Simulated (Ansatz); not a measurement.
Ansatz results at the PBE0-D4/def2-TZVP geometry: size of the dipole moment (ωB97M-V/def2-TZVPP) 0.82 D; HOMO–LUMO gap (B3LYP/def2-TZVPP) 6.18 eV; LUMO energy (B3LYP/def2-TZVPP) -1.26 eV.

Each molecule was computed in one conformer, which needn't be the lowest.

Which molecule gave them?
A. `CC(C)[O][Sn]([Cl])([Cl])[O]C(C)C`
B. `C[O][Sn]([F])([F])[O]C`
C. `C[O][SnH]([SH])[O]C`
D. `[NH2][Sn]([NH2])([F])[F]`

C. The others give `CC(C)[O][Sn]([Cl])([Cl])[O]C(C)C`: 2.60, 5.56, -2.44; `[NH2][Sn]([NH2])([F])[F]`: 2.43, 6.25, -1.84; `C[O][Sn]([F])([F])[O]C`: 2.65, 5.68, -2.67.

B3LYP here is the variant with VWN-RPA as its local correlation; programs differ in this.
